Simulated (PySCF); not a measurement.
A thermochemical cycle for CdB

r²SCAN in PySCF with def2-SVPD on every atom (core potentials on Cd), for the lowest determinant that a PBE0 search found; no spin–orbit coupling. CdB, a doublet (π ↑), has De = 0.59 eV to neutral atoms, and CdB⁺, a singlet (closed shell), has De = 2.21 eV to Cd + B⁺.

The adiabatic ionisation energy of CdB, between the minima, is 7.24 eV.

Q: Which ionisation energy of the B atom does this level give?

A: IE(B) = IE(molecule) + De(ion) − De(neutral) = 7.24 + 2.21 − 0.59 = 8.86 eV; the measured value is 8.298 eV (NIST ASD).

For an ion De counts to the pair picked by the measured ionisation energies or electron affinities, which need not be the lowest pair at this level. States were picked by a PBE0 search and need not be the measured ground states.
